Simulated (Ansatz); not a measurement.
Frontier orbitals of CH₂OSSe (`O=C(S)[SeH]`).

The species carries charge 0 and has multiplicity 1. Correlated methods include outer-core shells of Se, which these sets cover unevenly. Scalar relativity is left out up to krypton. The structure was optimised at the PBE0-D4/def2-TZVP level. It is one conformer, not always the lowest. Basis def2-TZVPP, Ansatz 0.2.0.

Orbital energies of one run (eV). Highest occupied ones, from the top: -7.64, -8.07, -8.36, -10.21, -11.85, -12.47, -12.84, -14.10, -15.86, -20.60, -22.48, -30.48, -58.94, -58.97. Empty: -1.40, -1.01, 0.06, 1.23, 1.83, 3.39.

Problem. Which functional gave them?
A. PBE0
B. ωB97X-V
C. ωB97M-V
D. PBE

Solution. A. HOMO energies: PBE0 -7.64, PBE -6.45, ωB97M-V -9.79, ωB97X-V -9.95 eV.
